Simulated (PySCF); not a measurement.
**C₆ coefficients of unlike pairs at PBE**

Calculated with PySCF 2.14 from the dipole response of each species, C₆(A,B) = (3/π) ∫ α_A(iu) α_B(iu) du, in atomic units, from isotropic polarisabilities. For ions this is the dispersion term alone; charge-induced terms of lower order in 1/R come first.

```json
{"species": "B⁺", "configuration": "[He] 2s2 (1S)", "basis": "aug-cc-pCVTZ-DK with one added diffuse shell each of s, p, d, f type (8s7p5d3f)", "relativity": "spin-free X2C", "α (bohr³)": "10.62", "C₆ (like pair)": "28.73"}
{"species": "Xe²⁺", "configuration": "[Kr] 4d10 5s2 5p4 (3P)", "basis": "aug-cc-pVTZ-PP with ECP28MDF (6s5p4d2f)", "relativity": "core potential", "α (bohr³)": "12.87", "C₆ (like pair)": "89.23"}
{"species": "La²⁺", "configuration": "[Xe] 5d1 (2D)", "basis": "def2-QZVPPD with the def2 core potential (46 electrons) (7s5p4d3f2g)", "relativity": "core potential", "α (bohr³)": "19.21", "C₆ (like pair)": "129.4"}
{"species": "Mg²⁺", "configuration": "[Ne] (1S)", "basis": "aug-cc-pCVTZ (8s7p5d3f)", "relativity": "none", "α (bohr³)": "0.4647", "C₆ (like pair)": "0.5331"}
```

Estimate C₆ for Xe²⁺ with B⁺.

The integral gives 47.54. The combination rule 2 C_A C_B / (C_A α_B/α_A + C_B α_A/α_B) gives 47.29 and the geometric mean 50.63.

No spin-orbit coupling is included.

The other pairs:

```json
{"pair": "Mg²⁺, B⁺", "C₆": "2.372"}
{"pair": "La²⁺, Xe²⁺", "C₆": "106.7"}
{"pair": "La²⁺, B⁺", "C₆": "59.01"}
{"pair": "Mg²⁺, Xe²⁺", "C₆": "5.420"}
{"pair": "Mg²⁺, La²⁺", "C₆": "6.243"}
```
